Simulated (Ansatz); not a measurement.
Abridged output of a molecular run in Ansatz:

```
Functional definition: HF
1461 factors; integrals over basis functions are off by at most 9.0e-4 eV
mean field evaluation 1: about -20569.8496 eV, gradient 3.7e1 eV
mean field evaluation 2: about -20570.1697 eV, gradient 3.8e1 eV
mean field evaluation 4: about -20573.7694 eV, gradient 3.9e0 eV
mean field evaluation 8: about -20573.8421 eV, gradient 2.4e-1 eV
mean field evaluation 16: about -20573.8424 eV, gradient 1.9e-6 eV
mean field -20573.84235532 eV, -756.0747611068 hartree, gradient 1.9e-6 eV, S^2 0.000000; 0 other end points of the search recorded, 0 dependent functions left out
13 core orbitals not correlated: weight in the atoms' cores, before any rotation towards them, 1.000 or more for the frozen orbitals, at most 0.000 for the correlated occupied ones
reference -20573.84235532 eV, -756.0747611068 hartree; 14, 14 occupied and 220, 220 virtual orbitals, 1461 factors
second order -21.68576444 eV of doubles, -0.00000000 eV of singles
cycle   1  -22.13138700 eV  change   -4.5e-1 eV  update   1.1e-1
cycle   2  -22.71127418 eV  change   -5.8e-1 eV  update   3.3e-2
cycle   3  -22.83582925 eV  change   -1.2e-1 eV  update   1.7e-2
cycle   4  -22.82594820 eV  change    9.9e-3 eV  update   4.4e-3
cycle   5  -22.82475485 eV  change    1.2e-3 eV  update   2.0e-3
cycle   6  -22.82573899 eV  change   -9.8e-4 eV  update   5.9e-4
cycle   7  -22.82560651 eV  change    1.3e-4 eV  update   2.4e-4
cycle   8  -22.82552469 eV  change    8.2e-5 eV  update   8.1e-5
cycle   9  -22.82556111 eV  change   -3.6e-5 eV  update   3.3e-5
cycle  10  -22.82556691 eV  change   -5.8e-6 eV  update   1.2e-5
perturbative correction -0.94705301 eV, -0.0348035563 hartree
Total energy: -20597.61497525 eV, -756.9483887754 hartree
```

Its atoms:

Z-matrix (Å, degrees):
```
Si
C 1 1.863
F 1 1.604 2 116.3
Si 1 2.327 2 76.2 3 118.1
H 1 1.486 2 114.6 3 -123.5
C 2 1.351 1 103.5 3 -123.6
H 2 1.089 1 133.1 3 61.3
H 4 1.488 1 118.7 2 -104.3
H 4 1.489 1 122.8 2 114.9
H 6 1.089 2 122.8 1 -173.6
```

(1) Which basis set was used?
A. def2-TZVPP
B. def2-QZVPP
C. def2-TZVPPD
D. def2-SVP

(2) Write the keys of the input that set method, charge and spin (a neutral closed shell needs none for the last two).

Results:

(1) A. It gives 247 functions.

(2) 
```yaml
correlation: {method: ccsd_t}
```
